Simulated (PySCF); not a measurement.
## Radial density of Ce⁺ (cerium, charge +1)

UHF, [Xe] 4f1 5d2, one real determinant. All numbers are calculated (PySCF 2.14, scalar relativity by spin-free X2C-1e, in ANO-RCC-VTZP).

| r (bohr) | 4πr²ρ (e/bohr) | 4πr²(ρα − ρβ) |
| --- | --- | --- |
| 0.0205 | 74.68 | -0.0014 |
| 0.0346 | 66.54 | -0.0028 |
| 0.0581 | 90.95 | 0.0000 |
| 0.0978 | 90.66 | 0.0316 |
| 0.164 | 76.87 | 0.0731 |
| 0.277 | 70.23 | 0.1788 |
| 0.465 | 31.46 | 0.7481 |
| 0.783 | 26.94 | 0.9679 |
| 1.32 | 8.846 | 0.6853 |
| 2.21 | 3.920 | 0.9660 |
| 3.72 | 0.4780 | 0.3676 |
| 6.26 | 0.03280 | 0.0326 |
| 10.5 | 3.867e-05 | 0.0000 |

Densities and radii are taken from the X2C orbitals without a picture-change correction, which distorts them close to the nucleus.

⟨L²⟩ = 24.11 against 42 for a pure I term, so this real determinant mixes terms. Spin-orbit coupling, absent here, splits the open shell strongly.

Problem. Where is the radial spin density 4πr²(ρα − ρβ) most negative, and why is it negative at all?

Solution. Around r = 0.0346 bohr, down to -0.0028 e/bohr: exchange with the open shell polarises the paired shells in an unrestricted calculation.
